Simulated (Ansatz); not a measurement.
ZrOCl, SMILES [O]=[Zr][Cl] (connectivity only; charge and spin as stated), neutral, multiplicity 2.

The structure is a stationary point at B3LYP-D3(BJ)/def2-TZVP. The multiplicity is an assumed one; other spin states were not compared. The def2 effective core potentials stand for the cores of Zr; spin–orbit coupling is left out.

Two levels are set side by side: PBE/def2-TZVPD (Ansatz, an electronic-structure program) and PBE0/def2-TZVPD (Ansatz). Energy differences of separate SCF runs at the same geometry; the states with an electron removed or added have multiplicity 1 and 1. Differences are taken from unrounded values.

```
quantity                          PBE
-------------------------------  ----
vertical ionisation energy (eV)  7.26
vertical electron affinity (eV)  1.36
```

**Question.** These are the PBE values. What does PBE0 give? (Estimate from the structure and the level; the computed values follow.)

**Answer.** 
```csv
quantity,PBE0,PBE minus PBE0
vertical ionisation energy (eV),7.36,-0.10
vertical electron affinity (eV),1.35,0.01
```

On these quantities the two levels nearly agree.
